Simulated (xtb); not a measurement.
C₃H₉Al, triplet, geometry from GFN2-xTB (such geometries of metal compounds can be far from the true shape) (a higher spin typed on purpose: for a closed-shell molecule this is an excited state); xtb 6.7.1 with GFN2-xTB.

Here is a job for xtb.
```
$ xtb mol.xyz --gfn 2 --uhf 2 --acc 30 --json

# file mol.xyz
13

Al    -0.51222004     0.44292878     0.78231096
C     -1.29817757    -1.28267702    -0.10714668
H     -0.65593492    -1.64380573    -0.90920286
H     -2.28266172    -1.05196373    -0.50960577
H     -1.39531838    -2.05560046     0.65282062
C     -0.15678134     1.57104174    -0.94674049
H      0.40296747     0.99917888    -1.68550361
H      0.40878133     2.45991912    -0.67406098
H     -1.11258708     1.87174080    -1.37127352
C      1.44013432    -0.22624452     1.13963741
H      2.04836682     0.61996748     1.45337021
H      1.87613720    -0.67324108     0.24727350
H      1.41663962    -0.96494531     1.93851324
```

Output, abridged:

```
   ID    Z sym.   atoms
    1   13 Al     1
    2    6 C      2, 6, 10
    3    1 H      3-5, 7-9, 11-13

           -------------------------------------------------
          |                Calculation Setup                |
           -------------------------------------------------

           -------------------------------------------------
          |                 G F N 2 - x T B                 |
           -------------------------------------------------

          ...................................................
          :                      SETUP                      :
          :.................................................:
          :  # basis functions                  31          :
          :  # atomic orbitals                  30          :
          :  # shells                           18          :
          :  # electrons                        24          :
          :  max. iterations                   250          :
          :  Hamiltonian                  GFN2-xTB          :
          :  restarted?                      false          :
          :  GBSA solvation                  false          :
          :  PC potential                    false          :
          :  electronic temp.          300.0000000     K    :
          :  accuracy                   30.0000000          :
          :  -> integral cutoff          0.2000000E+02      :
          :  -> integral neglect         0.3000000E-06      :
          :  -> SCF convergence          0.3000000E-04 Eh   :
          :  -> wf. convergence          0.3000000E-02 e    :
          :  Broyden damping             0.4000000          :
          :  net charge                          0          :
          :  unpaired electrons                  2          :
          ...................................................

 iter      E             dE          RMSdq      gap      omega  full diag
   1    -12.0231181 -0.120231E+02  0.447E+00    2.66       0.0  T
   2    -12.0469405 -0.238224E-01  0.321E+00    3.04       1.0  T
   3    -12.0259145  0.210260E-01  0.239E+00    3.08       1.0  T
   4    -11.9924145  0.335000E-01  0.282E+00    3.21       1.0  T
   5    -12.0346836 -0.422691E-01  0.178E+00    3.30       1.0  T
   6    -12.0394835 -0.479985E-02  0.148E+00    3.33       1.0  T
   7    -12.0516635 -0.121800E-01  0.114E+00    3.33       1.0  T
   8    -12.0646945 -0.130310E-01  0.230E-01    3.31       1.0  T
   9    -12.0623541  0.234038E-02  0.448E-01    3.29       1.0  T
  10    -12.0647337 -0.237956E-02  0.704E-02    3.29       1.0  T
  11    -12.0644389  0.294758E-03  0.172E-01    3.29       1.0  T
  12    -12.0647471 -0.308139E-03  0.469E-02    3.29       1.0  T
  13    -12.0647618 -0.147748E-04  0.296E-02    3.29       1.0  T
  14    -12.0647686 -0.681291E-05  0.106E-02    3.29       2.6  T

   *** convergence criteria satisfied after 14 iterations ***

 transition dipole moment (au) for excitation:          12          13
     X       Y       Z
   0.6584   0.0471   0.4168  total (au/Debye):    0.781   1.984
 dE (eV)             :    3.022
 oscillator strength :  0.63812E-01

         :::::::::::::::::::::::::::::::::::::::::::::::::::::
         ::                     SUMMARY                     ::
         :::::::::::::::::::::::::::::::::::::::::::::::::::::
         :: total energy             -11.895739195916 Eh    ::
         :: gradient norm              0.000159602251 Eh/a0 ::
         :: HOMO-LUMO gap              3.290076213566 eV    ::
         ::.................................................::
         :: SCC energy               -12.064752490512 Eh    ::
         :: -> isotropic ES            0.019632159599 Eh    ::
         :: -> anisotropic ES          0.004872089322 Eh    ::
         :: -> anisotropic XC          0.007454024156 Eh    ::
         :: -> dispersion             -0.005559815468 Eh    ::
         :: repulsion energy           0.169013294596 Eh    ::
         :: add. restraining           0.000000000000 Eh    ::
         :: total charge               0.000000000000 e     ::
         :::::::::::::::::::::::::::::::::::::::::::::::::::::

           -------------------------------------------------
          |                Property Printout                |
           -------------------------------------------------

    * Orbital Energies and Occupations

         #    Occupation            Energy/Eh            Energy/eV
      -------------------------------------------------------------
         1        2.0000           -0.5664927             -15.4151
         2        2.0000           -0.5635998             -15.3363
         3        2.0000           -0.5634890             -15.3333
         4        2.0000           -0.4649569             -12.6521
         5        2.0000           -0.4625365             -12.5863
         6        2.0000           -0.4623266             -12.5805
         7        2.0000           -0.4535151             -12.3408
         8        2.0000           -0.4534092             -12.3379
         9        2.0000           -0.4527148             -12.3190
        10        2.0000           -0.4392361             -11.9522
        11        1.5007           -0.3600623              -9.7978
        12        1.4993           -0.3600568              -9.7976
        13        1.0000           -0.2490010              -6.7757 (HOMO)
        14                         -0.1280929              -3.4856 (LUMO)
        15                         -0.1280016              -3.4831
        16                          0.0053387               0.1453
        17                          0.0171820               0.4675
        18                          0.0178824               0.4866
        19                          0.0678121               1.8453
        20                          0.1921846               5.2296
        21                          0.1922150               5.2304
        22                          0.2024200               5.5081
        23                          0.2074661               5.6454
        24                          0.2075277               5.6471
       ...                                ...                  ...
        30                          0.5928533              16.1324
      -------------------------------------------------------------
                  HL-Gap            0.1209081 Eh            3.2901 eV
             Fermi-level           -0.2743033 Eh           -7.4642 eV

     #   Z          covCN         q      C6AA      α(0)
     1  13 Al       2.444     0.148   102.798    20.984
     2   6 C        3.589    -0.172    24.624     7.193
     3   1 H        0.925     0.049     2.329     2.387
     4   1 H        0.925     0.037     2.493     2.469
     5   1 H        0.925     0.037     2.494     2.470
     6   6 C        3.588    -0.172    24.617     7.192
     7   1 H        0.925     0.049     2.326     2.385
     8   1 H        0.925     0.037     2.492     2.468
     9   1 H        0.925     0.037     2.492     2.468
    10   6 C        3.589    -0.172    24.621     7.192
    11   1 H        0.925     0.037     2.491     2.468
    12   1 H        0.925     0.049     2.328     2.386
    13   1 H        0.925     0.037     2.494     2.470

 Mol. C6AA /au·bohr⁶  :       1491.155811
 Mol. C8AA /au·bohr⁸  :      50477.188046
 Mol. α(0) /au        :         64.532575

Wiberg/Mayer (AO) data.
largest (>0.10) Wiberg bond orders for each atom

 ---------------------------------------------------------------------------
     #   Z sym  total        # sym  WBO       # sym  WBO       # sym  WBO
 ---------------------------------------------------------------------------
     1  13 Al   2.576 --     2 C    0.728    10 C    0.727     6 C    0.727
     2   6 C    3.590 --     5 H    0.950     4 H    0.950     3 H    0.942
                             1 Al   0.728
     3   1 H    0.994 --     2 C    0.942
     4   1 H    0.993 --     2 C    0.950
     5   1 H    0.993 --     2 C    0.950
     6   6 C    3.590 --     9 H    0.950     8 H    0.950     7 H    0.943
                             1 Al   0.727
     7   1 H    0.994 --     6 C    0.943
     8   1 H    0.993 --     6 C    0.950
     9   1 H    0.993 --     6 C    0.950
    10   6 C    3.590 --    13 H    0.950    11 H    0.950    12 H    0.942
                             1 Al   0.727
    11   1 H    0.993 --    10 C    0.950
    12   1 H    0.994 --    10 C    0.942
    13   1 H    0.993 --    10 C    0.950
 ---------------------------------------------------------------------------

Topologies differ in total number of bonds
Writing topology from bond orders to xtbtopo.mol

molecular dipole:
                 x           y           z       tot (Debye)
 q only:       -0.050       0.045       0.074
   full:        0.140      -0.114      -0.208       0.701
molecular quadrupole (traceless):
                xx          xy          yy          xz          yz          zz
 q only:       -0.124      -0.327      -0.230      -0.574       0.479       0.354
  q+dip:        0.150       0.385       0.274       0.679      -0.574      -0.424
   full:        0.306       0.826       0.598       1.473      -1.246      -0.905

           -------------------------------------------------
          | TOTAL ENERGY              -11.895739195916 Eh   |
          | GRADIENT NORM               0.000159602251 Eh/α |
          | HOMO-LUMO GAP               3.290076213566 eV   |
           -------------------------------------------------

normal termination of xtb
```
